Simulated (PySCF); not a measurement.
Species: 4-bromochlorobenzene, C₆H₄BrCl.
Structure used (PBE0-D3(BJ)/def2-SVP), in Å, numbered top down from 1:
```xyz
12
C6H4BrCl angstrom
Cl    -4.098   -0.245    0.016
C     -2.368   -0.267    0.023
C     -1.662    0.935    0.023
C     -0.270    0.916    0.029
C      0.404   -0.304    0.035
Br     2.289   -0.329    0.042
C     -0.301   -1.507    0.035
C     -1.693   -1.488    0.030
H     -2.203    1.882    0.018
H      0.291    1.852    0.028
H      0.235   -2.457    0.040
H     -2.260   -2.420    0.030
```

All values: CAM-B3LYP/def2-SVPD (PySCF, non-relativistic), on one gas-phase PBE0-D3(BJ)/def2-SVP geometry that isn't relaxed in the solvent. The solvent is an IEF-PCM continuum (Bondi radii, 1.10 Å for H, scaled by 1.2), and excitations are vertical TDDFT with non-equilibrium linear response and a frozen core. The model holds no explicit solvent molecules, cavitation or dispersion. Spin–orbit coupling is left out although an atom past zinc is present.

Gas-phase singlets (H = HOMO, L = LUMO):

| state | E (eV) | λ (nm) | f | leading configurations |
| --- | --- | --- | --- | --- |
| S1 | 5.093 | 243 | 0.005 | H→L+1 74%, H-1→L 24% |
| S2 | 5.618 | 221 | 0.266 | H→L 88%, H-1→L+1 10% |
| S3 | 5.700 | 218 | 0.000 | H→L+2 82% |
| S4 | 6.617 | 187 | 0.003 | H→L+3 62%, H→L+6 11% |
| S5 | 6.641 | 187 | 0.222 | H-1→L 60%, H→L+1 20%, H-2→L+2 12% |

Problem. How does the list change in benzene (ε = 2.271)?

Solution. 
```json
{"state": "S1", "E (eV)": "5.116", "λ (nm)": "242", "f": "0.007", "leading configurations": "H→L+1 74%, H-1→L 24%", "change by rank (eV)": "+0.023"}
{"state": "S2", "E (eV)": "5.568", "λ (nm)": "223", "f": "0.389", "leading configurations": "H→L 90%", "change by rank (eV)": "-0.050"}
{"state": "S3", "E (eV)": "5.718", "λ (nm)": "217", "f": "0.000", "leading configurations": "H→L+2 82%", "change by rank (eV)": "+0.018"}
{"state": "S4", "E (eV)": "6.495", "λ (nm)": "191", "f": "0.383", "leading configurations": "H-1→L 71%, H→L+1 24%", "change by rank (eV)": "-0.122"}
{"state": "S5", "E (eV)": "6.619", "λ (nm)": "187", "f": "0.803", "leading configurations": "H-1→L+1 89%", "change by rank (eV)": "-0.022"}
```

Problem. Give the list for tetrahydrofuran (ε = 7.426), n² = 1.97.

Solution. 
```tsv
state	E (eV)	λ (nm)	f	leading configurations	change by rank (eV)
S1	5.141	241	0.004	H→L+1 72%, H-1→L 26%	+0.048
S2	5.600	221	0.364	H→L 90%, H-1→L+1 8%	-0.018
S3	5.745	216	0.000	H→L+2 82%	+0.045
S4	6.521	190	0.367	H-1→L 69%, H→L+1 26%	-0.096
S5	6.642	187	0.004	H→L+3 64%, H→L+6 11%	+0.001
```

Problem. The ground-state energy changes by -0.113 eV from gas to tetrahydrofuran. By how much does the total energy of gas-phase S1 change?

Solution. E(S1) = E(S0) + excitation energy, so it changes by -0.113 + 0.048 = -0.065 eV: it is lowered less than the ground state, which is what a blue shift means. This is the vertical state, with the slow part of the continuum still set for S0.

Problem. How do the frontier levels move from gas to tetrahydrofuran?

Solution. 
```json
{"orbital": "LUMO+2", "gas (eV)": "0.67", "solvent (eV)": "0.78", "change (eV)": "+0.11", "Löwdin shares, gas": "Br6 58 %, C5 15 %", "Löwdin shares, solvent": "Br6 65 %, C5 16 %"}
{"orbital": "LUMO+1", "gas (eV)": "0.06", "solvent (eV)": "0.23", "change (eV)": "+0.17", "Löwdin shares, gas": "C4 19 %, C8 18 %, C7 18 %, C3 18 %", "Löwdin shares, solvent": "C4 18 %, C8 18 %, C7 18 %, C3 18 %"}
{"orbital": "LUMO", "gas (eV)": "0.05", "solvent (eV)": "0.17", "change (eV)": "+0.12", "Löwdin shares, gas": "C5 21 %, C2 21 %, C7 10 %, C3 10 %", "Löwdin shares, solvent": "C5 21 %, C2 21 %, C7 10 %, C4 10 %"}
{"orbital": "HOMO", "gas (eV)": "-8.28", "solvent (eV)": "-8.23", "change (eV)": "+0.05", "Löwdin shares, gas": "Br6 25 %, C5 17 %, C2 16 %, Cl1 16 %", "Löwdin shares, solvent": "Br6 24 %, C5 17 %, C2 16 %, Cl1 15 %"}
{"orbital": "HOMO-1", "gas (eV)": "-9.32", "solvent (eV)": "-9.14", "change (eV)": "+0.18", "Löwdin shares, gas": "C3 20 %, C8 20 %, C7 20 %, C4 20 %", "Löwdin shares, solvent": "C3 20 %, C8 20 %, C7 20 %, C4 20 %"}
{"orbital": "HOMO-2", "gas (eV)": "-9.89", "solvent (eV)": "-9.88", "change (eV)": "+0.01", "Löwdin shares, gas": "Br6 83 %, C5 9 %", "Löwdin shares, solvent": "Br6 83 %, C5 8 %"}
{"orbital": "HOMO-3", "gas (eV)": "-10.23", "solvent (eV)": "-10.22", "change (eV)": "+0.01", "Löwdin shares, gas": "Br6 46 %, Cl1 26 %, C5 8 %, C2 6 %", "Löwdin shares, solvent": "Br6 46 %, Cl1 25 %, C5 8 %, C2 6 %"}
```

The HOMO–LUMO gap goes from 8.33 to 8.39 eV.
